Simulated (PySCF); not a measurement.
A structure optimised at PBE-D3(BJ)/def2-SVP, used in a PySCF frequency run:

```xyz
5

Si     0.0000     0.0000    -1.0071
Br     1.8416     0.0000     0.2540
Br    -1.8416     0.0000     0.2540
H      0.0000     1.2420    -1.8417
H      0.0000    -1.2420    -1.8417
```

Task: Write its SMILES, formula and point group.

Result: Br[SiH2]Br, Br₂H₂Si, C2v

Task: What are its rotational constants (standard atomic weights)?

Result: 10.452, 0.92711, 0.86059 GHz
